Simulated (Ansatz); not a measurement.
Species: H2GeO2, charge 0, singlet. H2GeO2 (SMILES [OH][Ge][OH]).
B3LYP-D3(BJ)/def2-TZVP minimum from Ansatz (a quantum-chemistry and plane-wave program):
```xyz
5

Ge     0.0676    -0.0640     0.4171
O      0.9551     0.8536    -0.8468
H      1.7451     1.2882    -0.5066
O     -1.2091    -0.6129    -0.7213
H     -1.8752    -1.1649    -0.2966
```
Charge 0, spin multiplicity 1.

Total energies in hartree (Ansatz). UHF or UKS for unpaired electrons; spin-orbit terms are left out. Cores are frozen in correlated methods (noble-gas shells, and filled d and f shells in the p block). No relativity. Where a partner has so few electrons that a lower coupled-cluster level is exact, that level stands in.

```csv
species,HF/cc-pVTZ,CCSD(T)/cc-pVTZ,HF/cc-pVQZ,CCSD(T)/cc-pVQZ,CCSDT(Q)/cc-pVTZ
1: H2GeO2 (SMILES [OH][Ge][OH]),-2226.40686,-2227.02771,-2226.42484,-2227.08913,-2227.02951
2: Ge (triplet),-2075.36107,-2075.42794,-2075.36359,-2075.43284,-2075.42848
3: O (triplet),-74.81176,-74.97396,-74.81729,-74.99357,-74.97430
4: H (doublet),-0.49981,-0.49981,-0.49995,-0.49995,-0.49981
```

Problem. Work out the atomisation energy (electronic, to ground-state atoms) in kcal/mol: take Hartree-Fock from cc-pVQZ, extrapolate the CCSD(T) correlation energy as X^-3 (X = 3, 4), and add CCSDT(Q) - CCSD(T) in cc-pVTZ. 1 hartree = 627.51 kcal/mol.

Solution. 
Species 1: correlation (64·(-0.66429) - 27·(-0.62085))/37 = -0.69599; step -0.00180; E1 = -2226.42484 + (-0.69599) + (-0.00180) = -2227.12263
Species 2: correlation (64·(-0.06925) - 27·(-0.06687))/37 = -0.07099; step -0.00054; E2 = -2075.36359 + (-0.07099) + (-0.00054) = -2075.43512
Species 3: correlation (64·(-0.17628) - 27·(-0.16220))/37 = -0.18655; step -0.00034; E3 = -74.81729 + (-0.18655) + (-0.00034) = -75.00418
Species 4: correlation (64·(0.00000) - 27·(0.00000))/37 = 0.00000; step +0.00000; E4 = -0.49995 + (0.00000) + (+0.00000) = -0.49995
-1·E1 +1·E2 +2·E3 +2·E4 = 0.67925 hartree = 426.2 kcal/mol.
